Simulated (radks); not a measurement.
Values are calculated unless marked as measured or tabulated.
Ionisation of the palladium ion Pd+, [Kr] 4d9, to Pd2+, [Kr] 4d8, under several functionals. Dirac Kohn-Sham, spin-unpolarised, spherical densities, point nucleus; open shells are shared between the two j in proportion to 2j + 1; a radial shooting solver on a logarithmic mesh with Libxc functionals.

functional                                        E(Pd+) (hartree)  Exc (hartree)  IE (eV)  -e(HOMO) (eV)  <r> HOMO (bohr)  IE error (eV)
exchange-only PBE                                      -5044.23517     -141.47248   19.765         13.451            1.486         +0.335
PBE                                                    -5046.60573     -143.90007   20.819         14.424            1.470         +1.389
LDA (Slater exchange, VWN5 correlation)                -5041.85424     -139.07377   21.088         14.699            1.472         +1.658
BLYP                                                   -5047.17668     -144.45967   20.745         14.369            1.477         +1.315
LDA (Slater exchange, Perdew-Zunger correlation)       -5041.83343     -139.05193   21.082         14.695            1.473         +1.652
exchange-only B88                                      -5044.89287     -142.14588   19.739         13.418            1.483         +0.309
HCTH/407                                               -5049.86926     -147.37308   21.196         14.727            1.455         +1.766
RPBE                                                   -5046.91580     -144.22091   20.733         14.335            1.469         +1.303
Wu-Cohen GGA                                           -5045.92041     -143.20675   20.829         14.434            1.469         +1.399

NIST Atomic Spectra Database: 19.4 eV (semi-empirical). Closest: exchange-only B88. The Delta-SCF values span 1.46 eV, the total energies 8.04 hartree. The highest occupied level is 4d5/2. Spin polarisation and multiplet splitting are left out, so open shells lie too high by an amount that depends on their filling. Sharing an open shell by 2j + 1 raises it above the true ground level by a part of the spin-orbit splitting, which enters the differences from NIST.

Beside tabulated values, note that spin-unpolarised runs miss the spin-polarisation part of the exchange energy of open shells.
